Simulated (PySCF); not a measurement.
Computed structure and properties of Cs2F2

System: Cs2F2 (singlet); start: template (D2h). Method: PySCF 2.14.0, RKS PBE0, Cs def2-SVP with ECP46, F def2-SVP; non-relativistic Hamiltonian with scalar-relativistic core potentials where named; density fitting; no spin-orbit coupling.

Input of the relaxation:

```python
mol = gto.M(atom='''
Cs     0.00000    -0.00000     2.24960
Cs    -0.00000     0.00000    -2.24960
F      1.92380    -0.00000    -0.00000
F     -1.92380     0.00000     0.00000''',
    basis={'Cs': 'def2-SVP', 'F': 'def2-SVP'},
    ecp={'Cs': 'def2-SVP'},
    charge=0, spin=0)
mf = dft.RKS(mol, xc='PBE0')
mf.grids.atom_grid = (50, 194)
mf = mf.density_fit()  # fitting sets: Cs def2-universal-JKFIT, F def2-universal-JKFIT
mf.conv_tol = 1e-08; mf.max_cycle = 55
mf.kernel(dm0)  # dm0: converged density of the start geometry
# quasi-Newton relaxation in Cartesian coordinates to a largest gradient under 0.00045 Eh/bohr, steps kept in the point group
```

Run from Python with OMP_NUM_THREADS=2; the lines above give its settings. Where DIIS fails, smearing, a level shift and second-order steps follow.
It took 100 s on 2 threads of Intel(R) Xeon(R) Platinum 8488C (Sapphire Rapids), on a shared host, from the converged density of the start.

Course of the relaxation:

| step | energy above end (eV) | largest force component within the symmetry (eV/Å) |
| --- | --- | --- |
| 0 | 0.7596 | 1.318 |
| 1 | 0.5621 | 1.248 |
| 2 | 0.0025 | 0.391 |
| 3 | -0.0091 | 0.216 |
| 4 | -0.0123 | 0.090 |
| 5 | -0.0113 | 0.087 |
| 6 | -0.0109 | 0.083 |
| 7 | -0.0104 | 0.078 |
| 18 | -0.0033 | 0.025 |
| 19 | -0.0026 | 0.020 |
| 20 | -0.0018 | 0.015 |
| 21 | -0.0010 | 0.011 |
| 22 | -0.0004 | 0.007 |
| 23 | 0.0000 | 0.005 |
(The steps between are left out.)

Relaxed geometry (D2h):

```xyz
4

Cs    0.0000    0.0000    2.0347
Cs    0.0000    0.0000   -2.0347
F     1.6273    0.0000    0.0000
F    -1.6273    0.0000    0.0000
```

| contact | Å |
| --- | --- |
| Cs1–F3 (F) | 2.605 |
| Cs1–F4 (F) | 2.605 |

On the finer grid (75, 302):

```json
{
  "HOMO": "-6.46 eV",
  "LUMO": "-0.46 eV",
  "Dipole about the centre of mass": "0.00 D",
  "Set of Mulliken populations of Cs1 outside the core potential": "s 2.08, p 6.03, d 0.31",
  "D3(BJ) dispersion energy (not in the energies)": "-0.052 eV"
}
```

```tsv
atom	Mulliken (e)	Löwdin (e)	spin (e)
Cs1	0.58	0.45	0.00
Cs2	0.58	0.45	0.00
F3	-0.58	-0.45	0.00
F4	-0.58	-0.45	0.00
```

On the grid (50, 194), as all that follows. Harmonic modes: a minimum; lowest 79 cm⁻¹ (negative: unstable), highest 288 cm⁻¹, zero-point energy 0.073 eV.

Taking off one F (charge -1, singlet; the rest: singlet) in vacuum, both parts rigid, costs 7.85 eV; the small basis without counterpoise inflates it. Most of it is the attraction of opposite charges; other ways to part are cheaper, and one spin state was tried for the rest.

Rigid scan of F along the line from its metal:

```csv
distance to F3 (Å),energy (eV)
2.31,0.266
2.41,0.093
2.51,0.015
2.61,0.000
2.71,0.024
2.81,0.071
3.01,0.195
3.31,0.406
3.71,0.733
4.21,1.137
```

One start shape was tried, so this needn't be the lowest isomer.
